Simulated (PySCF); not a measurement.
Predicted microwave data (PBE0/pcSseg-1 in PySCF (dipole) on a GFN2-xTB geometry, gas phase) for one isomer of C8H10S:

```
Rotational constants : A = 2009, B = 883.9, C = 647.3 MHz
Dipole components    : |μa| = 3.43 D, |μb| = 0.05 D, |μc| = 0.21 D
Inertial defect      : -42.64 u·Å²
κ                    : -0.65
```

Question: Which structure is it? (One computed conformer of each.)
A. `[CH3:1][S:2][c:3]1[cH:4][cH:5][cH:6][c:7]([CH3:8])[cH:9]1` with C1–S2–C3–C4 -2° (3-methylthioanisole)
B. `[CH2:1]=[C:2]=[C:3]=[C:4]([CH2:5][CH3:6])[C:7]([CH3:8])=[S:9]` with C3–C4–C5–C6 -91°, C3–C4–C7–C8 -1°
C. `[CH2:1]=[CH:2][c:3]1[s:4][cH:5][cH:6][c:7]1[CH2:8][CH3:9]` with C1–C2–C3–S4 0°, C6–C7–C8–C9 -1°

Answer: B. It is C=C=C=C(CC)C(C)=S, an asymmetric top, point group C1. The candidates at the same level (rigid rotor, commonest isotopes):

```
           SMILES  A (MHz)  B (MHz)  C (MHz)  μa (D)  μb (D)  μc (D)  Δ (u·Å²)  point group           rotor
C=C=C=C(CC)C(C)=S     2009    883.9    647.3    3.43    0.05    0.21    -42.64           C1  asymmetric top
     C=Cc1sccc1CC     2046     1174    752.9    1.16    0.25    0.00     -6.29           Cs  asymmetric top
    CSc1cccc(C)c1     3092    867.5    683.3    0.06    1.13    0.01     -6.43      near Cs  asymmetric top
```

`C=Cc1sccc1CC` has B 33 % too high; `CSc1cccc(C)c1` has A 54 % too high. No structure here is proved a minimum.
